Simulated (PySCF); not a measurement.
Input of a run (PBE/def2-SV(P) geometry optimisation, gas phase (PySCF 2.14.0)), started from GFN2-xTB:
```
{"job": {"xc": "PBE", "basis": "def2-SV(P)", "grid": 1, "kind": "geom"}, "charge": 0, "multiplicity": 1}
C     -3.694414    -0.313097    -0.939235
C     -2.822776    -0.299142     0.050117
C     -1.841183     0.809894     0.293188
C     -0.443583     0.276214     0.287047
C      0.514771     0.671039    -0.548292
F      0.270399     1.644125    -1.467184
C      1.832313     0.164226    -0.574609
C      2.968257    -0.226562    -0.648184
C      4.319554    -0.727831    -0.696553
H     -3.759622     0.495659    -1.648544
H     -4.382859    -1.128745    -1.082122
H     -2.770496    -1.122863     0.750632
H     -1.954439     1.585915    -0.464586
H     -2.045025     1.248410     1.277326
H     -0.203473    -0.500286     0.997852
H      4.738601    -0.766616     0.308736
H      4.330701    -1.730608    -1.123525
H      4.934515    -0.073413    -1.313240
```

Output (energies in Eh, forces in Eh/bohr):
```
step   0  E = -409.16612483  max force = 0.035682
step   1  E = -409.17321506  max force = 0.002622
step   2  E = -409.17325081  max force = 0.001075
step   3  E = -409.17325750  max force = 0.000749
step   4  E = -409.17326826  max force = 0.000222
optimisation converged
```

Task: Summarise the run.

Result: The energy falls by 4.5 kcal/mol over 5 energy and gradient evaluations, the largest force component goes from 0.0357 to 2.2e-04 Eh/bohr, and the atoms move by 0.073 Å rms after alignment. Among the bonds, C1–H10 and C1–H11 change most and about equally (+0.028 to +0.029 Å). Bonds longer at the end by more than 0.005 Å: 16 of 17; shorter: 0. Among the angles that change most is C5–C7–C8, from 176.8° to 179.6°. The energy never rose by more than 1e-6 Eh on the way. The first step brought 99 % of the lowering.

Task: What are the final bond lengths?

Result: C1=C2 1.345 Å, C2–C3 1.513 Å, C3–C4 1.506 Å, C4=C5 1.355 Å, C5–F6 1.362 Å, C5–C7 1.423 Å, C7≡C8 1.228 Å, C8–C9 1.456 Å, C1–H10 1.106 Å, C1–H11 1.105 Å, C2–H12 1.108 Å, C3–H13 1.110 Å, C3–H14 1.119 Å, C4–H15 1.103 Å, C9–H16 1.114 Å, C9–H17 1.114 Å, C9–H18 1.114 Å. Numbering counts from 1 in the input's order; the species is `C=CC/C=C(\F)C#CC`.

The run used 144 basis functions and 40 SCF cycles in all. On one thread, Arm Neoverse N1 (aarch64), shared host, this took 93 s of wall time and 0.59 GiB of memory at its peak.

PBE/def2-SV(P) frequencies: not computed here. One conformer, not necessarily the lowest.

Shape of the structure used: `[CH2:1]=[CH:2][CH2:3]/[CH:4]=[C:5](\[F:6])[C:7]#[C:8][CH3:9]`: C1–C2–C3–C4 -122°, C2–C3–C4–C5 120°.
